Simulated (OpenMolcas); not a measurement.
Au3+: effect of the metal basis

Au3+ with 6 ligands (water) in octahedral coordination (Th) at 2.21 Å.

- Program: OpenMolcas 26.06
- Method: SS-CASPT2, IPEA 0.25 Eh, imaginary shift 0.1 Eh (closed shells correlated: 5s 5p and the ligand valence shells)
- Spin-orbit coupling: state interaction with AMFI integrals over the reference wave functions

Fixed: ligand basis ANO-RCC-VDZP, active space 8 electrons in 5 orbitals (5d), DKH2 Hamiltonian.

States (labels of O, taken over from Oh, the nearest higher group). Energies in cm-1 above the lowest state or level, χT in cm3 K/mol.

| Run | Metal basis | Ground state | First state of that spin | First gap with spin-orbit (degeneracies) | χT at 300 K | First state of another spin | Cost |
| --- | --- | --- | --- | --- | --- | --- | --- |
| A | ANO-RCC-VDZP | 3A2 | 3T2 19360 | 5780 (3, 2) | 1.602 | 1E 6400 | roughly 2.9 core-minutes |
| B | ANO-RCC-VTZP | 3A2 | 3T2 18960 | 5270 (3, 2) | 1.618 | 1E 5830 | roughly 6 core-minutes |

Against A, the first state of the same spin changes by -2.1 % in B.

Costs are those of the CASPT2 steps.

Roots that are degenerate in the reference are averaged as groups; the widest CASPT2 spread within a group is 1100 cm-1 (the 3-fold group of multiplicity 1 near 26900 cm-1 above the lowest state of its run, B). Shifts and gaps below about the spread of the groups concerned are not significant. Over all roots computed the reference weight is 0.64 to 0.69 in A, 0.64 to 0.69 in B; the roots of lowest weight are the least certain, and an intruder state may touch them. Real 4d8 and 5d8 ions are as a rule square planar and diamagnetic. Ligand-to-metal charge-transfer states are missing. With no ligand orbital active B as a rule stays too high, so bands that hang on it stand too high and its fall with covalency is understated. With one d shell and no ligand orbital active, 10Dq can be off by a tenth or more. The least metal-like active orbital is 78 % on the metal (Löwdin) and no ligand orbital is active, so the numbers are rough (holds for A). The least metal-like active orbital is 80 % on the metal (Löwdin) and no ligand orbital is active, so the numbers are rough (holds for B). No measured value stands beside these numbers; the geometry was imposed, not optimised, and the real ion may take another.
